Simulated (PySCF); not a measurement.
C₃H₆BFO₂, SMILES C=C(OB(F)O)C. Atoms are numbered in the order given.

```xyz
13

C     -1.6721    -1.0288     0.0572
C     -1.2081     0.2224     0.0205
C     -2.0056     1.4561     0.3211
O      0.0782     0.5463    -0.3492
B      1.2122    -0.1717    -0.1290
O      2.3628     0.2600    -0.7014
F      1.2174    -1.2703     0.6432
H     -1.0414    -1.8877    -0.1779
H     -2.7115    -1.2096     0.3369
H     -1.5475     2.0068     1.1585
H     -3.0430     1.2056     0.5791
H     -2.0012     2.1266    -0.5529
H      3.1141    -0.2993    -0.4764
```
Charge 0, spin multiplicity 1.

Geometry: ωB97X-D3(BJ)/def2-SVP. One conformer was computed; it need not be the lowest.

Two levels are set side by side: PBE/pcSseg-1 (PySCF) and HF/pcSseg-1 (PySCF). GIAO shifts against BF3 (¹¹B), CFCl3 (¹⁹F), H2O (¹⁷O), TMS (¹H), TMS (¹³C) at the same level; non-relativistic, no solvent, atoms listed together averaged. Differences are taken from unrounded values.

```json
[
 {"quantity": "δ(¹³C) of C1 (ppm)", "HF": "102.4"},
 {"quantity": "δ(¹³C) of C2 (ppm)", "HF": "163.5"},
 {"quantity": "δ(¹³C) of C3 (ppm)", "HF": "24.7"},
 {"quantity": "δ(¹⁷O) of O4 (ppm)", "HF": "122.0"},
 {"quantity": "δ(¹¹B) of B5 (ppm)", "HF": "5.5"},
 {"quantity": "δ(¹⁷O) of O6 (ppm)", "HF": "70.7"},
 {"quantity": "δ(¹⁹F) of F7 (ppm)", "HF": "-99.3"},
 {"quantity": "δ(¹H) of H8, H9 (ppm)", "HF": "4.97"},
 {"quantity": "δ(¹H) of H13 (ppm)", "HF": "3.86"}
]
```

Task: What does PBE give, and how far is it from HF? (An estimate is asked for; the answer gives what the named calculation found.)

Result: 
```tsv
quantity	PBE	PBE minus HF
δ(¹³C) of C1 (ppm)	99.7	-2.6
δ(¹³C) of C2 (ppm)	162.8	-0.7
δ(¹³C) of C3 (ppm)	26.5	1.8
δ(¹⁷O) of O4 (ppm)	181.0	59.0
δ(¹¹B) of B5 (ppm)	3.5	-2.0
δ(¹⁷O) of O6 (ppm)	101.5	30.8
δ(¹⁹F) of F7 (ppm)	-155.0	-55.8
δ(¹H) of H8, H9 (ppm)	4.87	-0.10
δ(¹H) of H13 (ppm)	3.55	-0.31
```

Rough cost on one machine, each run with all the roots and properties that it gave: HF against PBE within a factor of 2.
